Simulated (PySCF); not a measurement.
Species: C9H18.
Bonds: C1–C2, C2–C3, C2–C4, C4–C5, C5–C6, C6–C7, C7–C8, C8–C9, C4–C9. Hydrogens: H10, H11, H12 on C1; H13 on C2; H14, H15, H16 on C3; H17 on C4; H18, H19 on C5; H20, H21 on C6; H22, H23 on C7; H24, H25 on C8; H26, H27 on C9.

The same species was optimised twice, with GFN2-xTB and with PBE0-D3(BJ)/def2-SVP (PySCF), and the same property calculations (PySCF, gas phase) were run on both structures.

```json
{"coordinate": "C2–C3 (Å)", "GFN2-xTB": "1.529", "PBE0-D3(BJ)/def2-SVP": "1.526", "change": "-0.003"}
{"coordinate": "C4–C5 (Å)", "GFN2-xTB": "1.529", "PBE0-D3(BJ)/def2-SVP": "1.531", "change": "+0.002"}
{"coordinate": "C8–C9 (Å)", "GFN2-xTB": "1.526", "PBE0-D3(BJ)/def2-SVP": "1.525", "change": "-0.001"}
{"coordinate": "C5–C6 (Å)", "GFN2-xTB": "1.527", "PBE0-D3(BJ)/def2-SVP": "1.526", "change": "-0.001"}
{"coordinate": "C4–C9 (Å)", "GFN2-xTB": "1.531", "PBE0-D3(BJ)/def2-SVP": "1.530", "change": "-0.001"}
{"coordinate": "C2–C4 (Å)", "GFN2-xTB": "1.542", "PBE0-D3(BJ)/def2-SVP": "1.541", "change": "-0.001"}
{"coordinate": "C1–C2 (Å)", "GFN2-xTB": "1.527", "PBE0-D3(BJ)/def2-SVP": "1.526", "change": "-0.001"}
{"coordinate": "C6–C7 (Å)", "GFN2-xTB": "1.525", "PBE0-D3(BJ)/def2-SVP": "1.525", "change": "0.000"}
{"coordinate": "C7–C8 (Å)", "GFN2-xTB": "1.525", "PBE0-D3(BJ)/def2-SVP": "1.525", "change": "0.000"}
{"coordinate": "C4–C5–C6 (°)", "GFN2-xTB": "110.2", "PBE0-D3(BJ)/def2-SVP": "111.7", "change": "+1.5"}
{"coordinate": "C4–C9–C8 (°)", "GFN2-xTB": "110.6", "PBE0-D3(BJ)/def2-SVP": "112.0", "change": "+1.4"}
{"coordinate": "C1–C2–C3 (°)", "GFN2-xTB": "109.5", "PBE0-D3(BJ)/def2-SVP": "110.6", "change": "+1.1"}
{"coordinate": "C5–C4–C9 (°)", "GFN2-xTB": "108.8", "PBE0-D3(BJ)/def2-SVP": "109.8", "change": "+1.0"}
{"coordinate": "C5–C6–C7 (°)", "GFN2-xTB": "110.6", "PBE0-D3(BJ)/def2-SVP": "111.5", "change": "+0.9"}
{"coordinate": "C7–C8–C9 (°)", "GFN2-xTB": "110.6", "PBE0-D3(BJ)/def2-SVP": "111.4", "change": "+0.8"}
{"coordinate": "C6–C7–C8 (°)", "GFN2-xTB": "110.5", "PBE0-D3(BJ)/def2-SVP": "111.2", "change": "+0.7"}
{"coordinate": "C2–C4–C9 (°)", "GFN2-xTB": "112.1", "PBE0-D3(BJ)/def2-SVP": "112.7", "change": "+0.6"}
{"coordinate": "C1–C2–C4–C5 (°)", "GFN2-xTB": "-55", "PBE0-D3(BJ)/def2-SVP": "-58", "change": "-3"}
```

Rotational constants: A = 2871, B = 1021, C = 915.8 MHz (GFN2-xTB) against A = 2843, B = 1014, C = 906.1 MHz (PBE0-D3(BJ)/def2-SVP). Point groups within 0.08 Å: C1 and C1.

On the GFN2-xTB structure: HOMO (eV) -8.08 [PBE0/pcSseg-1]; LUMO (eV) 1.49 [PBE0/pcSseg-1]; dipole (D) 0.06 [PBE0/pcSseg-1]; GIAO shielding of C1/C3 (mean) (ppm) 166.2 [PBE0/pcSseg-1]; GIAO shielding of C2 (ppm) 149.6 [PBE0/pcSseg-1]; GIAO shielding of C4 (ppm) 138.6 [PBE0/pcSseg-1]; GIAO shielding of C5/C9 (mean) (ppm) 154.2 [PBE0/pcSseg-1]; GIAO shielding of C6/C8 (mean) (ppm) 155.6 [PBE0/pcSseg-1]; GIAO shielding of C7 (ppm) 155.7 [PBE0/pcSseg-1].

Problem. What do these properties become on the PBE0-D3(BJ)/def2-SVP structure?

Solution. 
```
                                    property          level  on GFN2-xTB  on PBE0-D3(BJ)/def2-SVP  change
                                   HOMO (eV)  PBE0/pcSseg-1        -8.08                    -8.17   -0.09
                                   LUMO (eV)  PBE0/pcSseg-1         1.49                     1.42   -0.07
                                  dipole (D)  PBE0/pcSseg-1         0.06                     0.06    0.00
energy, GFN2-xTB geometry as zero (kcal/mol)  PBE0/pcSseg-1          0.0                     -0.9    -0.9
        GIAO shielding of C1/C3 (mean) (ppm)  PBE0/pcSseg-1        166.2                    164.4    -1.8
                  GIAO shielding of C2 (ppm)  PBE0/pcSseg-1        149.6                    149.3    -0.3
                  GIAO shielding of C4 (ppm)  PBE0/pcSseg-1        138.6                    139.3    +0.7
        GIAO shielding of C5/C9 (mean) (ppm)  PBE0/pcSseg-1        154.2                    153.8    -0.4
        GIAO shielding of C6/C8 (mean) (ppm)  PBE0/pcSseg-1        155.6                    155.1    -0.5
                  GIAO shielding of C7 (ppm)  PBE0/pcSseg-1        155.7                    155.2    -0.5
```

The heavy atoms differ by 0.023 Å rms after alignment. Among bonds between heavy atoms C2–C3 and C4–C5 change most and about equally (-0.003 to +0.002 Å). Changes are differences of the printed values. Neither structure is proved a minimum here.
